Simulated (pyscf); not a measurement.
# Rearrangement: C₅H₄O (SMILES O=C1C=CC=C1) → HC≡C–CH₂–CH=C=O (SMILES C#CCC=C=O)

Gas phase, singlet surface, charge 0. Bonds broken: C2–C3, C4–H8. Bonds formed: C5–H8. PySCF, gas phase, ωB97X-D3(BJ)/def2-SVP geometries.

Transition state (Å):

```xyz
10

O      1.9568    -0.3836    -0.4937
C      0.8589    -0.1887    -0.0277
C     -0.2487     0.6333    -0.7570
C     -1.0607     0.8757     0.2592
C     -0.9081     0.1330     1.4790
C      0.4122    -0.3844     1.3646
H     -0.0417     1.1408    -1.6981
H     -0.9664     1.3807     1.7022
H     -1.7624    -0.2588     2.0398
H      1.0626    -0.7654     2.1549
```

One imaginary mode, 1654i cm⁻¹; descent along it reached the two sides named.

```
bond   change  reactant side (Å)  saddle  product side
-----  ------  -----------------  ------  ------------
C2–C3  breaks              1.515   1.560           3.5
C4–H8  breaks              1.092   1.532         2.102
C5–H8   forms              2.295   1.269         1.104
```

Electronic energies relative to the reactant's lowest minimum found (kcal/mol):

| level | barrier | reaction energy | reverse barrier |
|---|---|---|---|
| ωB97X-D3(BJ)/def2-TZVP | 119.2 | +35.2 | 84.0 |
| PBE/def2-TZVP | 94.7 | +32.6 | 62.1 |
| r²SCAN/def2-TZVP | 100.5 | +33.4 | 67.0 |
| B3LYP-D3(BJ)/def2-TZVP | 108.5 | +31.6 | 76.9 |
| PBE0-D3(BJ)/def2-TZVP | 107.8 | +36.1 | 71.7 |
| M06-2X/def2-TZVP | 114.5 | +30.2 | 84.3 |
| ωB97M-D3(BJ)/def2-TZVP | 116.3 | +32.3 | 84.0 |
| HF/def2-TZVP | 145.4 | +31.8 | 113.7 |

With ωB97M-D3(BJ)/def2-TZVP energies and thermal terms (ideal gas, 1 atm, RRHO with modes under 100 cm⁻¹ raised to 100, one conformer, R ln 2 for rigid chiral ones), in kcal/mol:

| T (K) | ΔH‡ | ΔG‡ | ΔH | ΔG |
|---|---|---|---|---|
| 298 | 111.5 | 110.4 | +31.1 | +28.5 |
| 600 | 111.7 | 109.3 | +31.9 | +25.4 |
| 900 | 111.7 | 108.1 | +32.2 | +22.1 |
| 1200 | 111.5 | 106.9 | +32.3 | +18.8 |

This is the saddle that the search found; another between the same sides may lie lower. A restricted solution here is unstable towards spin polarisation, so biradical character is likely and single-reference numbers are less safe.
